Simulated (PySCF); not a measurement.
One of the candidates below gave these computed data.

All candidates are C4H12O2Si.

| technique | computed result |
| --- | --- |
| 1H NMR | chemical shifts (computed TMS as zero) by class: 5.16 (1 H), 3.97 (1 H), 1.71 (1 H), 1.20 (3 H), 1.18 (3 H), 0.11 (3 H) ppm [GIAO PBE0/pcSseg-1] |
| Rotational structure | rotational constants A, B, C: 3.490, 1.283, 1.062 GHz [GFN2-xTB] |
| NMR, other nuclei | isotropic shieldings of nuclei other than C and H, by class: 254 (1 O), 293 (1 O), 369 (1 Si) ppm [GIAO PBE0/pcSseg-1] |
| Dipole | 1.66 D [PBE0/pcSseg-1] |
| 13C NMR | chemical shifts (computed TMS as zero) by class: 66.0 (1 C), 27.8 (1 C), 27.6 (1 C), 1.2 (1 C) ppm [GIAO PBE0/pcSseg-1] |

Gas-phase values; electronic properties from PySCF, density fitting. Levels stand in brackets. The structure is a single GFN2-xTB conformer in the gas phase; no vibrational or solvent corrections. NMR values are class means; diastereotopic atoms form classes of their own.

Task: Which candidate is it?
A. `CCCO[SiH2]OC`
B. `COCOCC[SiH3]`
C. `CC(C)O[Si@H](C)O`
D. `C[SiH2]O[C@@H](C)CO`

Result: C. It is `CC(C)O[Si@H](C)O`. Numbering: `[CH3:1][CH:2]([CH3:3])[O:4][Si@H:5]([CH3:6])[OH:7]`. Its formula, C4H12O2Si, gives 0 degrees of unsaturation, so no ring and no π bond. 4 carbons fall into 4 classes; from least to most shielded: sp3 carbon bound to oxygen [C2] (66.0 ppm), methyl carbon [C3] (27.8 ppm), methyl carbon [C1] (27.6 ppm), Si-methyl carbon [C6] (1.2 ppm). Hydrogen classes from least to most shielded: 1 H on an oxygen-bound silicon, Si5 (5.16 ppm), 1 H on an sp3 carbon bound to oxygen, C2 (3.97 ppm), 1 H on a silanol oxygen, O7 (1.71 ppm), 3 H on a methyl carbon, C1 (1.20 ppm, a mean of values up to 0.6 ppm apart in this geometry), 3 H on a methyl carbon, C3 (1.18 ppm), 3 H on an Si-methyl carbon, C6 (0.11 ppm). The other shieldings belong to: 254 ppm, silyl ether oxygen [O4]; 293 ppm, silanol oxygen [O7]; 369 ppm, oxygen-bound silicon [Si5]. The optimised geometry has point group C1 and is an asymmetric top.

The others, at the same levels:
- `C[SiH2]O[C@@H](C)CO` fails: its computed 13C shifts are 76.2 (1 C), 73.1 (1 C), 21.4 (1 C), -0.2 (1 C) ppm, 1H shifts are 5.18 (1 H), 4.97 (1 H), 3.93 (1 H), 3.76 (1 H), 3.67 (1 H), 1.16 (3 H), 0.24 (1 H), 0.04 (3 H) ppm and rotational constant A is 3.102 GHz (against 3.490 GHz).
- `CCCO[SiH2]OC` fails: its computed 13C shifts are 69.1 (1 C), 50.3 (1 C), 29.9 (1 C), 13.1 (1 C) ppm, 1H shifts are 4.73 (2 H), 3.96 (2 H), 3.82 (3 H), 1.51 (2 H), 1.05 (3 H) ppm and rotational constant A is 6.838 GHz (against 3.490 GHz).
- `COCOCC[SiH3]` fails: its computed 13C shifts are 100.5 (1 C), 68.4 (1 C), 56.6 (1 C), 12.2 (1 C) ppm, 1H shifts are 4.82 (2 H), 3.80 (3 H), 3.75 (2 H), 3.52 (3 H), 1.18 (2 H) ppm and rotational constant A is 4.958 GHz (against 3.490 GHz).

Each candidate is one conformer, not necessarily the lowest. The conformers computed, where there is a choice (atom-mapped SMILES and torsion angles):
- `[CH3:1][CH:2]([CH3:3])[O:4][Si@H:5]([CH3:6])[OH:7]`: C1–C2–O4–Si5 -140°, C2–O4–Si5–C6 -58°, H–O7–Si5–O4 -30°
- `[CH3:1][SiH2:2][O:3][C@@H:4]([CH3:5])[CH2:6][OH:7]`: C1–Si2–O3–C4 -175°, Si2–O3–C4–C5 -158°, O3–C4–C6–O7 59°, H–O7–C6–C4 59°
- `[CH3:1][CH2:2][CH2:3][O:4][SiH2:5][O:6][CH3:7]`: C1–C2–C3–O4 66°, C2–C3–O4–Si5 -142°, C3–O4–Si5–O6 -67°, O4–Si5–O6–C7 -173°
- `[CH3:1][O:2][CH2:3][O:4][CH2:5][CH2:6][SiH3:7]`: C1–O2–C3–O4 -66°, O2–C3–O4–C5 -68°, C3–O4–C5–C6 -174°, O4–C5–C6–Si7 38°
